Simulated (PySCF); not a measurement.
C₄H₅ClSi. Atoms are numbered in the order given.

```xyz
11

C      1.7707     2.0531    -0.7265
C      1.0599     1.2278    -0.1833
Si    -0.0268    -0.0005     0.6315
Cl     0.6714    -1.9180     0.2035
C     -1.7661     0.1761    -0.0013
C     -2.1309     1.0823    -0.9181
H      2.4039     2.7787    -1.2045
H      0.0551     0.1586     2.1048
H     -2.5260    -0.5061     0.4022
H     -3.1645     1.1649    -1.2722
H     -1.4084     1.7804    -1.3548
```

Geometry: B3LYP-D3(BJ)/def2-SVP. The structure was generated by enumeration; whether it is a known compound was not checked. The values are those of a single conformer.

Level of theory: B3LYP/pcSseg-1 in PySCF.

GIAO shieldings, no solvent; atoms listed in one row are averaged. δ = σ(ref) − σ: ¹³C against TMS (σ = 181.3 ppm); ²⁹Si against TMS (σ = 338.7 ppm); ³⁵Cl against HCl (σ = 933.3 ppm); ¹H against TMS (σ = 31.68 ppm), references at their B3LYP-D3(BJ)/def2-TZVP geometries, non-relativistic (without spin–orbit terms, shifts of atoms bonded to Cl or Br come out too high).

```tsv
nucleus	atoms	count	δ (ppm)
¹³C	C6	1	149.3
¹³C	C5	1	142.6
¹³C	C1	1	105.9
¹³C	C2	1	85.0
²⁹Si	Si3	1	-26.9
³⁵Cl	Cl4	1	14.2
¹H	H11	1	6.81
¹H	H10	1	6.69
¹H	H9	1	6.45
¹H	H8	1	5.52
¹H	H7	1	2.76
```
